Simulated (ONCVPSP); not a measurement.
## S (Z = 16), ONCV: configuration errors across variants

| Quantity | Value |
| --- | --- |
| Element | sulfur (S) |
| Generator | ONCVPSP 4.0.1 |
| Type | optimised norm-conserving Vanderbilt (ONCV) |
| Functional | LDA (Perdew-Zunger) |
| Relativity | non-relativistic |
| Frozen core | [He] |
| Valence charge | 14 |
| Reference configuration | 2s2 2p6 3s1 3p5 |
| Partial waves | 2s+3s: rc 0.80 bohr, ncon 4, nbas 8, qcut 19 1/bohr, 2 projectors; 2p+3p: rc 0.65 bohr, ncon 5, nbas 8, qcut 18.6 1/bohr, 2 projectors; d scattering state at 0.45 Ha: rc 0.90 bohr, ncon 4, nbas 7, qcut 9 1/bohr, 3 projectors, debl 0.9 Ha |
| Local potential | polynomial inside 0.50 bohr (lpopt 5, dvloc0 3 Ha) |
| Core correction | polynomial model core, fcfact 0.7 |

All-electron excitation energies from the reference (eV): (1) 2s2 2p6 3s2 3p4 -10.110; (2) 2s2 2p6 3s2 3p3 1.767; (3) 2s2 2p6 3s2 3p2 24.152; (4) 2s2 2p6 3s2 3p0 105.304.

1 further variants failed, have other tests or too few solved ones, and are left out.

A true bound ghost makes a file unfit for plane-wave use even where its test errors are small: the radial tests pick states by their node count and pass the ghost by.

Errors AE − PS in meV (a dash: test not solved or not reliable):

```csv
change,(1),(2),(3),(4),bound ghosts,GHOST(+) flags above zero
base,+0.6,+1.9,+5.4,+27,d,d
"local potential polynomial inside 0.40 bohr (lpopt 1, dvloc0 1 Ha)",+0.6,+1.9,+5.4,+27,d,none
"all radii but the core radius scaled by about 1.20 (s 0.96, p 0.78, d 1.08 bohr); local potential polynomial inside 0.60 bohr (lpopt 5, dvloc0 3 Ha)",+0.5,+2.0,+6.3,+35,d,d
"core correction polynomial model core, fcfact 0.18",+0.7,+2.0,+5.4,+28,d,d
core correction none,+0.8,+2.1,+5.7,+28,d,d
"local potential polynomial inside 0.50 bohr (lpopt 5, dvloc0 6 Ha)",+0.6,+1.9,+5.4,+27,d,d
p: nproj 3,+0.6,+1.9,+5.4,+27,d,"p, d"
```

(1) Give the same row for: s: rc 0.78.

Results:

(1) +0.7, +1.9, +5.3, +27; bound ghosts: d; GHOST(+) flags above zero: d.
